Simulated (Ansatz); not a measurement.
`CN[SiH](Cl)OC` at its PBE0-D4/def2-TZVP geometry, where that method's forces vanish. Charge 0, multiplicity 1.

```xyz
14

C     2.2882   -0.6671   -1.0760
N     1.0561   -0.8271   -0.3337
Si   -0.0526    0.4171   -0.0674
Cl   -1.1622    0.9584   -1.7374
O    -1.0895   -0.1286    1.0587
C    -2.3307    0.4427    1.4064
H     2.6160    0.3739   -1.0215
H     3.0861   -1.2790   -0.6462
H     2.1878   -0.9245   -2.1366
H     0.7224   -1.7764   -0.2767
H     0.6690    1.6536    0.3036
H    -2.1945    1.4059    1.9088
H    -2.9619    0.5909    0.5255
H    -2.8341   -0.2397    2.0925
```

Q: What forces (eV/Å) does r2SCAN-D4/def2-TZVPP give on these atoms in Ansatz 0.2.0? (Estimate.)

A: Ansatz gave: 
```
C1   0.203  0.022 -0.119
N2  -0.147  0.003  0.139
Si3  0.045  0.069  0.015
Cl4 -0.043  0.027 -0.070
O5   0.233 -0.165 -0.025
C6  -0.289  0.125  0.083
H7  -0.011 -0.019  0.000
H8  -0.006  0.006 -0.011
H9   0.008  0.000  0.000
H10 -0.005 -0.044 -0.003
H11 -0.004 -0.029 -0.002
H12  0.001 -0.005 -0.005
H13  0.006 -0.003  0.009
H14  0.009  0.013 -0.010
```
